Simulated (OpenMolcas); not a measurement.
Cr2+ (d4) in a complex was computed by SS-CASPT2, IPEA 0.5 Eh, imaginary shift 0.1 Eh with the d shell active (OpenMolcas, ANO-RCC-VDZP on the metal). Its lowest spin-free states, and all those of the highest spin:

```tsv
2S+1	Degeneracy	E (cm-1)
5	2	0
5	3	5740
3	3	13720
3	3	17710
3	2	18100
3	3	18660
3	1	19730
3	1	20840
1	3	21660
1	2	22800
3	2	23640
3	3	23900
```

Is the site octahedral, tetrahedral or cube-like, axial, or of lower symmetry?

The states with 2S+1 = 5 have orbital degeneracies 2, 3. Threefold states need a cubic site. For d4 at this spin an octahedron puts the twofold E below the threefold T2 and a tetrahedron or cube puts the threefold T2 below the twofold E, so the site is octahedral. The first gap at this spin, 5740 cm-1, is |10Dq| in ligand-field theory. The run had Cr2+ with 6 ligands (fluoride) in octahedral coordination (Oh) at 2.24 Å. A charge of +0.667 e stands 3.2 Å behind each ligand. Ligand basis ANO-RCC-VDZP.

Roots that are degenerate in the reference are averaged as groups; the widest CASPT2 spread within a group is 420 cm-1 (the 3-fold group of multiplicity 5 near 5740 cm-1 above the lowest state of its run). Shifts and gaps below about the spread of the groups concerned are not significant. Over all roots computed the reference weight is 0.70 to 0.72; a low but even weight reflects the number of correlated electrons. An orbital doublet at a regular site is open to a Jahn-Teller distortion, which this geometry leaves out. Ligand-to-metal charge-transfer states are missing. These CASPT2 states fit no ligand-field parameters well, so their order and spin gaps are uncertain. With no ligand orbital active B as a rule stays too high, so bands that hang on it stand too high and its fall with covalency is understated. With one d shell and no ligand orbital active, 10Dq can be off by tens of per cent for divalent 3d ions, low with halides held by bare charges and at times high in hosts. Free-ion shares, where given, are those of the reference states; single-state CASPT2 does not remix them. The distance lies 6 % over the 2.11 Å that this model takes as the normal distance (a Shannon-type radius plus a fixed donor radius); by an R⁻⁵ law this alone changes a d-shell field by about -26 %. No measured value stands beside these numbers; the geometry was imposed, not optimised, and the real ion may take another.
